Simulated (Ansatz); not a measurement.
Job for Ansatz (a quantum-chemistry and plane-wave program): R-wB97X-V/def2-TZVPP on BH3OS (SMILES OBS), a point of a torsion scan.

Ansatz 0.2 input:
```yaml
crystal:
  periodic: [false, false, false]
  atoms:
    - {symbol: O, position_ang: [-1.12975702, -0.66438204, 0.04763500]}
    - {symbol: B, position_ang: [-0.09412745, 0.15227555, 0.12767815]}
    - {symbol: S, position_ang: [1.52566470, -0.59533705, 0.56241196]}
    - {symbol: H, position_ang: [-1.99289958, -0.32878666, -0.19456103]}
    - {symbol: H, position_ang: [-0.16610301, 1.32670559, 0.04242324]}
    - {symbol: H, position_ang: [1.69490811, 0.13773162, 1.65484435]}
basis:
  gaussian:
    orbitals: def2-TZVPP
hamiltonian:
  xc: {name: wB97X-V}
scf: {lower_state_search: off}
```

Output:

```
WARN ansatz: RAYON_NUM_THREADS=1 ignored (pool sized by the plan → 1); use --threads N
Functional definition: wB97X-V
these checks for a lower state are left out or cut short: stability, starts, cluster_reference, orbital_swaps, neighbouring_geometries, increment
integrals: 0.07 GiB planned
788 factors; their error is unknown
integrals: 0.10 GiB planned
180 factors; integrals over basis functions are off by at most 1.1e-5 eV
mean field: 0.62 GiB planned
mean field evaluation 1: about -13604.9960 eV, gradient 4.4e1 eV
mean field evaluation 2: about -13604.7148 eV, gradient 4.8e1 eV
mean field evaluation 4: about -13608.2107 eV, gradient 1.2e0 eV
mean field evaluation 8: about -13608.2233 eV, gradient 2.3e-1 eV
mean field evaluation 16: about -13608.2233 eV, gradient 2.1e-5 eV
mean field -13608.22334484 eV, -500.0929839377 hartree, gradient 6.2e-6 eV, S^2 0.000000; 0 other end points of the search recorded, 0 dependent functions left out
reference -13608.22334315 eV, -500.0929838758 hartree; 16, 16 occupied and 130, 130 virtual orbitals, 788 factors
Total energy: -13608.22334315 eV, -500.0929838758 hartree
Checks for a lower state left out: stability, starts, cluster_reference, orbital_swaps, neighbouring_geometries, increment
```

The calculation finished and met its thresholds.

Cost: very roughly 4 core-seconds.
